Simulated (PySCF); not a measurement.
PySCF job for CH6N, SMILES [NH3+]C, charge +1, PBE0-D3(BJ)/def2-TZVP. Coordinates come from a PBE0-D3(BJ)/def2-TZVP optimisation. The isomer is the one that the SMILES or the coordinates give; other isomers of the formula were not compared.

```python
import numpy as np
from pyscf import gto, scf, dft
from pyscf.hessian import thermo

mol = gto.M(
    atom='''
    C     0.00000000    0.00000000   -0.79243548
    N     0.00000000    0.00000000    0.70450730
    H    -0.00000000   -1.03139651   -1.13711109
    H     0.89321557    0.51569825   -1.13711108
    H    -0.89321557    0.51569826   -1.13711108
    H    -0.82433501   -0.47593004    1.07813168
    H     0.00000000    0.95186009    1.07813169
    H     0.82433501   -0.47593005    1.07813168
    ''',
    basis='def2-TZVP',
    charge=1,
    spin=0,
    max_memory=1600,
    verbose=3,
)
mf = dft.RKS(mol, xc='pbe0').density_fit(auxbasis='def2-universal-jkfit')
mf.disp = 'd3bj'
mf.grids.level = 3
mf.conv_tol = 1e-11
mf.max_cycle = 100
mf.kernel()

# [left out here: the lines that compute and print the analytic Hessian (its translational invariance restored by hand, since the grid's response is missing), thermochemistry and intensities]
```

Program output:

```
converged SCF energy = -96.1372906437521

WARN: DFTD3 does not support analytical Hessian, using finite difference


WARN: Mole.unit (angstrom) is changed to Bohr

Mode                                 0                   1                   2
Irrep
Freq [cm^-1]                      301.0018            914.8568            914.8623
Reduced mass [au]                   1.0080              1.0540              1.0540
Force const [Dyne/A]                0.0538              0.5198              0.5198
Char temp [K]                     433.0746           1316.2752           1316.2831
Normal mode                   x     y     z       x     y     z       x     y     z
       0   C                 0.00  0.00  0.00   -0.01  0.03 -0.00   -0.03 -0.01  0.00
       1   N                 0.00 -0.00  0.00   -0.01  0.05  0.00   -0.05 -0.01 -0.00
       2   H                 0.39  0.00 -0.00    0.04 -0.12  0.44    0.20  0.03 -0.09
       3   H                -0.20  0.34 -0.00    0.06 -0.19 -0.14    0.13  0.00  0.43
       4   H                -0.20 -0.34  0.00   -0.00 -0.17 -0.30    0.15  0.07 -0.33
       5   H                -0.21  0.37 -0.00    0.07 -0.22 -0.16    0.17  0.02  0.51
       6   H                 0.42  0.00 -0.00    0.05 -0.16  0.53    0.23  0.03 -0.11
       7   H                -0.21 -0.37  0.00    0.01 -0.20 -0.36    0.18  0.07 -0.40
Mode                                 3                   4                   5
Irrep
Freq [cm^-1]                      969.6851           1281.3474           1281.3478
Reduced mass [au]                   4.8610              1.4198              1.4198
Force const [Dyne/A]                2.6930              1.3734              1.3734
Char temp [K]                    1395.1610           1843.5736           1843.5743
Normal mode                   x     y     z       x     y     z       x     y     z
       0   C                -0.00 -0.00 -0.20    0.12  0.01  0.00    0.01 -0.12  0.00
       1   N                 0.00 -0.00  0.17   -0.10 -0.01  0.00   -0.01  0.10  0.00
       2   H                 0.00 -0.02 -0.14   -0.30 -0.00  0.04   -0.03  0.02 -0.43
       3   H                 0.02  0.01 -0.14   -0.08  0.10 -0.40   -0.13  0.24  0.18
       4   H                -0.02  0.01 -0.14   -0.10 -0.14  0.36    0.11  0.22  0.25
       5   H                -0.00 -0.00  0.16    0.08 -0.04  0.34    0.06 -0.15 -0.16
       6   H                -0.00  0.00  0.16    0.18  0.00 -0.03    0.02 -0.05  0.37
       7   H                 0.00 -0.00  0.16    0.08  0.07 -0.31   -0.05 -0.14 -0.21
Mode                                 6                   7                   8
Irrep
Freq [cm^-1]                     1462.8476           1493.8806           1493.8977
Reduced mass [au]                   1.1487              1.0352              1.0352
Force const [Dyne/A]                1.4482              1.3611              1.3611
Char temp [K]                    2104.7120           2149.3616           2149.3862
Normal mode                   x     y     z       x     y     z       x     y     z
       0   C                 0.00 -0.00 -0.10    0.00  0.04  0.00    0.04 -0.00 -0.00
       1   N                -0.00  0.00 -0.03    0.00  0.03  0.00    0.03 -0.00 -0.00
       2   H                 0.00 -0.19  0.50   -0.02  0.16 -0.41   -0.67 -0.00  0.01
       3   H                 0.17  0.10  0.50    0.35 -0.45  0.21   -0.06  0.37  0.35
       4   H                -0.17  0.10  0.50   -0.36 -0.47  0.19   -0.04 -0.34 -0.36
       5   H                 0.02  0.01  0.03    0.03 -0.04 -0.03   -0.01  0.03 -0.05
       6   H                 0.00 -0.02  0.03   -0.00  0.01  0.06   -0.06 -0.00 -0.00
       7   H                -0.02  0.01  0.03   -0.03 -0.04 -0.03   -0.01 -0.03  0.05
Mode                                 9                  10                  11
Irrep
Freq [cm^-1]                     1530.8695           1668.9473           1668.9574
Reduced mass [au]                   1.1663              1.0382              1.0382
Force const [Dyne/A]                1.6104              1.7038              1.7039
Char temp [K]                    2202.5804           2401.2435           2401.2581
Normal mode                   x     y     z       x     y     z       x     y     z
       0   C                 0.00  0.00  0.01   -0.00  0.01  0.00    0.01  0.00  0.00
       1   N                -0.00 -0.00 -0.10   -0.01  0.05 -0.00    0.05  0.01 -0.00
       2   H                 0.00  0.02 -0.05   -0.00 -0.00  0.06    0.02 -0.00  0.01
       3   H                -0.02 -0.01 -0.05   -0.01  0.02 -0.02    0.00 -0.01 -0.06
       4   H                 0.02 -0.01 -0.05    0.01  0.02 -0.04    0.01  0.01  0.05
       5   H                 0.18  0.10  0.49    0.38 -0.54  0.12    0.01  0.29  0.32
       6   H                 0.00 -0.21  0.49    0.12  0.16 -0.34   -0.69  0.03 -0.06
       7   H                -0.18  0.10  0.49   -0.36 -0.42  0.22   -0.12 -0.45 -0.26
Mode                                12                  13                  14
Irrep
Freq [cm^-1]                     3100.9556           3206.9225           3206.9313
Reduced mass [au]                   1.0311              1.1104              1.1104
Force const [Dyne/A]                5.8420              6.7286              6.7286
Char temp [K]                    4461.5847           4614.0475           4614.0601
Normal mode                   x     y     z       x     y     z       x     y     z
       0   C                 0.00  0.00  0.05    0.00 -0.09  0.00    0.09  0.00 -0.00
       1   N                -0.00 -0.00 -0.00   -0.00  0.00 -0.00   -0.00 -0.00  0.00
       2   H                 0.00 -0.54 -0.18    0.00  0.73  0.24    0.01 -0.02 -0.01
       3   H                 0.47  0.27 -0.18    0.31  0.16 -0.11   -0.56 -0.33  0.21
       4   H                -0.47  0.27 -0.18   -0.34  0.18 -0.13   -0.54  0.32 -0.20
       5   H                -0.01 -0.00  0.00   -0.01 -0.00 -0.00    0.02  0.01  0.00
       6   H                -0.00  0.01  0.00   -0.00 -0.02  0.00   -0.00  0.00 -0.00
       7   H                 0.01 -0.00  0.00    0.01 -0.01 -0.00    0.02 -0.01 -0.00
Mode                                15                  16                  17
Irrep
Freq [cm^-1]                     3425.2796           3502.2498           3502.2575
Reduced mass [au]                   1.0310              1.0930              1.0930
Force const [Dyne/A]                7.1272              7.8991              7.8992
Char temp [K]                    4928.2147           5038.9577           5038.9688
Normal mode                   x     y     z       x     y     z       x     y     z
       0   C                 0.00 -0.00  0.00   -0.00 -0.00  0.00    0.00 -0.00  0.00
       1   N                -0.00  0.00  0.04   -0.03 -0.07  0.00    0.07 -0.03  0.00
       2   H                 0.00 -0.01 -0.01    0.00  0.02  0.01   -0.00  0.01  0.00
       3   H                 0.01  0.00 -0.01    0.01  0.01 -0.01   -0.01 -0.01  0.01
       4   H                -0.01  0.00 -0.01   -0.00  0.00 -0.00   -0.02  0.01 -0.01
       5   H                 0.46  0.27 -0.19    0.52  0.29 -0.22   -0.36 -0.22  0.16
       6   H                -0.00 -0.53 -0.19   -0.01  0.66  0.25    0.01  0.30  0.11
       7   H                -0.46  0.27 -0.19   -0.07  0.02 -0.03   -0.63  0.36 -0.27
temperature 298.1500 [K]
pressure 101325.00 [Pa]
Rotational constants [GHz] 84.84176 20.29879 20.29879
Symmetry number 3
Zero-point energy (ZPE) 0.07957 [Eh]   208910.436 [J/mol]
                           tot       elec      trans        rot        vib
Entropy [J/mol/K]       233.476      0.000    151.995     73.535      7.945
Cv [J/mol/K]             40.618      0.000     12.472     12.472     15.675
Cp [J/mol/K]             48.932      0.000     20.786     12.472     15.675
Internal energy [J/mol]                      3718.434   3718.434 210515.970
Internal energy [Eh]   -96.05428  -96.13729
Enthalpy [J/mol]                             6197.391   3718.434 210515.970
Enthalpy [Eh]          -96.05333
Gibbs free energy [J/mol]                  -39119.949 -18206.098 208147.074
Gibbs free energy [Eh] -96.07985
static polarisability / bohr^3: [[ 1.8302e+01 -0.0000e+00  0.0000e+00]
 [-0.0000e+00  1.8302e+01  1.0000e-03]
 [ 0.0000e+00  0.0000e+00  2.0494e+01]]
largest difference of analytic and finite-field dipole derivatives / e: 0.0003219420470672585
mode   freq/cm-1   IR/(km/mol)   Raman/(A^4/amu)   depolarisation
   1      301.00         0.000             0.000            0.750
   2      914.86        24.513             0.029            0.750
   3      914.86        24.512             0.029            0.750
   4      969.69         6.058             6.959            0.196
   5     1281.35         4.024             1.115            0.750
   6     1281.35         4.024             1.116            0.750
   7     1462.85         3.157             0.691            0.650
   8     1493.88        25.944             6.308            0.750
   9     1493.90        25.948             6.307            0.750
  10     1530.87       112.905             1.760            0.603
  11     1668.95        42.910             5.339            0.750
  12     1668.96        42.910             5.338            0.750
  13     3100.96         0.041           108.379            0.013
  14     3206.92         1.270            36.815            0.750
  15     3206.93         1.270            36.813            0.750
  16     3425.28        47.507            74.138            0.000
  17     3502.25       124.432            25.765            0.750
  18     3502.26       124.426            25.764            0.750
max |gradient| / (hartree/bohr): 4.355923213764145e-05
APT charges: [ 0.2223 -0.2351  0.0746  0.0746  0.0746  0.263   0.263   0.263 ]
```

Self-consistency was reached.

Cost: roughly 90 core-seconds.
